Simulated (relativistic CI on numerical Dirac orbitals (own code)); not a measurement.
# Spin-allowed bands of a d8 ion in an octahedral site, by hand

Problem. Take Δ = 8010 cm⁻¹ and B = 890 cm⁻¹ for a d8 ion in an octahedral site. Calculate the three spin-allowed bands.

Working.
1. The terms of highest spin are 3F (energy 0) and 3P (15B = 13350 cm⁻¹). Here the F term splits into A2 at −1.2Δ = -9612, T2 at −0.2Δ = -1602 and T1 at +0.6Δ = 4806 cm⁻¹.
2. The two T1 states mix through the element 0.4Δ: H = [[4806, 3204], [3204, 13350]], with roots ½(H₁₁ + H₂₂) ∓ ½√[(H₂₂ − H₁₁)² + 4H₁₂²] = ½(18156) ∓ ½(10680) = 3738 and 14418 cm⁻¹.
3. The ground term is 3A2 at -9612 cm⁻¹.
4. Bands: 3T2 8010 cm⁻¹ (1248 nm), 3T1(F) 13350 cm⁻¹ (749 nm), 3T1(P) 24030 cm⁻¹ (416 nm).

Check. Exact diagonalisation of the whole d8 shell with these parameters gives 3T2 8010, 3T1 13350, 3T1 24030 cm⁻¹. The match is exact, since without spin-orbit coupling no other term has this spin. The ratio of the second band to the first, 1.667, depends on Δ/B = 9.0 alone, which is how a Tanabe-Sugano diagram is read.
